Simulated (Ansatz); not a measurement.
## GeO, singlet: energies of several shapes or isomers

Calculated in Ansatz's Gaussian-basis code. Basis def2-SVP, nonrelativistic, 10 orbitals frozen in the corrections; active space CAS(10,8). Restricted Hartree–Fock, then the lowest state-specific CASSCF solution met for each case. A minimal or small basis: far from the basis limit. On stretched bonds single-reference methods can fail or change state. Solutions in different active orbitals can move differences by tenths of an eV and at times more than 1 eV.

Case A: bond length 1.6250 Å.

Case B: bond length 3.2500 Å. A bond is stretched, to 1.75 times the sum of the covalent radii.

Energy less that of case A, in eV:

```tsv
case	RHF/ROHF	CASSCF
B	+7.629	+6.271
```

(1) Give the SC-NEVPT2 energies against case A.

## Answers

(1) B: +5.882 eV (135.6 kcal/mol).
